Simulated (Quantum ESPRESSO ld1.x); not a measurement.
Species: Pt4.5+. Configuration: [Kr] 4d10 4f14 5s2 5d(up 3.5, down 3.5) 5p(up 2.5, down 2) (fractional occupations, a model configuration). Calculated with ld1.x of Quantum ESPRESSO 7.5: scalar-relativistic Kohn-Sham, LDA (Slater exchange, VWN5 correlation), spin-polarised, spherical densities, point nucleus.

Normalised radial functions P(r) = r R(r), r in bohr:

r         4f down  5d down
0.001301   0.0000   0.0000
0.001988   0.0000   0.0001
0.003013   0.0000   0.0002
0.004605   0.0000   0.0005
0.007036   0.0000   0.0016
0.01075    0.0002   0.0048
0.01643    0.0008   0.0140
0.0249     0.0033   0.0376
0.03806    0.0139   0.0928
0.05815    0.0525   0.1931
0.08886    0.1718   0.3034
0.1347     0.4518   0.2764
0.2058     0.9299  -0.0514
0.3145     1.3659  -0.4460
0.4806     1.3486  -0.2709
0.7285     0.8779   0.4614
1.113      0.3470   0.9496
1.701      0.0725   0.7296
2.599      0.0061   0.2560
3.94       0.0001   0.0331

4f down: eigenvalue -134.62 eV, 0 radial nodes, <r> = 0.513 bohr, 90 % of the charge inside 0.826 bohr. 5d down: eigenvalue -62.054 eV, 2 radial nodes at r = 0.196, 0.570 bohr, <r> = 1.39 bohr, 90 % of the charge inside 2.06 bohr.
